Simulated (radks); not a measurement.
Results of a calculation; reference values are marked as such.
Spherical quantum dot in the effective-mass picture: electrons in a hard-walled sphere of radius 4.27, with a point charge +1 (a donor) at the centre, all in effective atomic units (hartree* = m*/eps^2 hartree, bohr* = eps/m* bohr), one dielectric constant everywhere. Level of theory: non-relativistic Kohn-Sham, exchange-only LDA, spin-polarised, spherical densities (a radial shooting solver with Libxc functionals). Levels are named by radial order and angular momentum (1s, 1p, 1d, 2s, ...), and open shells are averaged over m. Results are scaled to m* = 0.267 and eps = 8.3, for which hartree* = 105.5 meV and bohr* = 1.645 nm.

N = 24, configuration 1s2 1p6 1d10 2s(up 1, down 0) 1f(up 5, down 0). This is the lowest configuration that the search found. Occupied and some empty levels:

level,occupation,eigenvalue (meV),<r> (nm)
1s up,1,740.93,4.615
1s down,1,749.09,4.695
1p up,3,757.22,4.961
1p down,3,764.68,4.956
1d up,5,782.82,5.122
1d down,5,790.34,5.114
2s up,1,810.26,2.548
1f up,5,817.80,5.247
1f down,0,825.43,5.242
2s down,0,831.47,2.706
1g up,0,861.54,5.352
1g down,0,869.27,5.349
2p up,0,889.18,3.505
2p down,0,899.03,3.586
2d up,0,953.99,3.951
2d down,0,961.09,3.981

Energy (meV): total 9927.96, kinetic 2557.2, external -938.48, Hartree 9184.6, exchange-correlation -875.37.

Electron density:

r (nm),n(r) (e/nm^3)
0.378,0.05998
0.902,0.03181
1.43,0.01750
1.95,0.01079
2.47,0.008744
3.00,0.01011
3.52,0.01436
4.05,0.02085
4.57,0.02762
5.09,0.03087
5.62,0.02641
6.14,0.01433
6.67,0.002683
